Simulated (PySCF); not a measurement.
YCl3, SMILES [Cl][Y]([Cl])[Cl].

Geometry optimised at r2SCAN-D4/def2-SVP. The isomer is the one that the SMILES or the coordinates give; other isomers of the formula were not compared. The def2 effective core potentials stand for the cores of Y; spin–orbit coupling is left out.

Level of theory: PBE/def2-TZVPD (PySCF).

Isolated molecule, no solvent.

```
Property                                                                                                        Result
---------------------------------------------------------------------------------------------  -----------------------
total energy                                                                                       -1418.67337 hartree
point group                                                                                                        D3h
highest occupied level                                                                                        -7.77 eV
lowest empty level                                                                                            -3.71 eV
orbital gap                                                                                                    4.06 eV
dipole moment                                                                                                   0.00 D
quadrupole, principal values (traceless, Buckingham form, about the centre of nuclear charge)  -8.29, -8.29, 16.59 D·Å
mean static polarisability                                                                       84.9 bohr³ (12.59 Å³)
polarisability, principal values                                                                62.2, 96.3, 96.3 bohr³
```
